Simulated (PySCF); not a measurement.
SCF from a fresh guess for singlet HYS, at the PBE0 minimum. PySCF input:

```python
from pyscf import gto, scf, dft
mol = gto.M(atom='''
Y     -0.000000    -0.593200     0.000000
S     -0.058950     1.688730    -0.000000
H      1.870090    -1.243900    -0.000000''',
    basis={'Y': 'def2-TZVP', 'S': 'def2-TZVP', 'H': 'def2-TZVP'},
    ecp={'Y': 'def2-TZVP'},
    charge=0, spin=0)
mf = dft.RKS(mol, xc='PBE0')
mf.grids.atom_grid = (50, 194)
aux = {'Y': 'def2-universal-JKFIT', 'S': 'def2-universal-JKFIT', 'H': 'def2-universal-JKFIT'}
mf = mf.density_fit(auxbasis=aux)
mf.conv_tol = 1e-08
mf.diis_space = 10
mf.max_cycle = 60
mf.init_guess = 'minao'
mf.verbose = 4
mf.kernel()
```

Excerpt of the output (cycles and frontier levels):

```
init E= -432.129944441751
  HOMO = -0.544008959652147  LUMO = -0.474187443534737  gap/eV = 1.89994
cycle= 1 E= -435.759071503662  delta_E= -3.63  |g|= 2.09  |ddm|= 4.18
  HOMO = -0.0597149083856322  LUMO = -0.0058685001070399  gap/eV = 1.46524
cycle= 2 E= -435.323451878893  delta_E= 0.436  |g|= 2.22  |ddm|= 3.76
  HOMO = -0.165322347704705  LUMO = -0.0713804884911344  gap/eV = 2.55629
cycle= 3 E= -436.952706166111  delta_E= -1.63  |g|= 0.304  |ddm|= 2.51
  HOMO = -0.240252015581941  LUMO = -0.0977567544375736  gap/eV = 3.87749
cycle= 4 E= -436.967783344381  delta_E= -0.0151  |g|= 0.176  |ddm|= 0.533
  HOMO = -0.217572658447241  LUMO = -0.0937212630284909  gap/eV = 3.37017
cycle= 5 E= -436.976295262953  delta_E= -0.00851  |g|= 0.0498  |ddm|= 0.209
  HOMO = -0.22552103317503  LUMO = -0.0935679361615164  gap/eV = 3.59063
cycle= 6 E= -436.977033598305  delta_E= -0.000738  |g|= 0.00859  |ddm|= 0.0487
  HOMO = -0.224960723702613  LUMO = -0.093470129647917  gap/eV = 3.57804
cycle= 7 E= -436.977054777538  delta_E= -2.12e-05  |g|= 0.00284  |ddm|= 0.011
  HOMO = -0.2249131691974  LUMO = -0.0933883592336019  gap/eV = 3.57897
cycle= 8 E= -436.977057358904  delta_E= -2.58e-06  |g|= 0.000897  |ddm|= 0.00336
  HOMO = -0.224891032773853  LUMO = -0.0934538852848914  gap/eV = 3.57659
cycle= 9 E= -436.977057681127  delta_E= -3.22e-07  |g|= 0.000219  |ddm|= 0.00133
  HOMO = -0.224925687817624  LUMO = -0.0934670960774431  gap/eV = 3.57717
cycle= 10 E= -436.977057701675  delta_E= -2.05e-08  |g|= 7.43e-05  |ddm|= 0.000368
  HOMO = -0.224930907112384  LUMO = -0.0934619508954099  gap/eV = 3.57745
cycle= 11 E= -436.97705770437  delta_E= -2.7e-09  |g|= 1.25e-05  |ddm|= 9.41e-05
  HOMO = -0.224928398386971  LUMO = -0.0934633741724534  gap/eV = 3.57735
Extra cycle  E= -436.977057704301  delta_E= 6.93e-11  |g|= 2.45e-05  |ddm|= 4.64e-05
converged SCF energy = -436.977057704301
```

No lower solution of this spin was found by a stability analysis within the restricted form, which does not test spin polarisation.

Stability towards spin polarisation was not tested.

The search for the lowest solution, with the stability check, took 2.9 s on 2 threads of a shared Arm Neoverse N1 host, with 83 basis functions; the process peaked at 0.29 GiB.
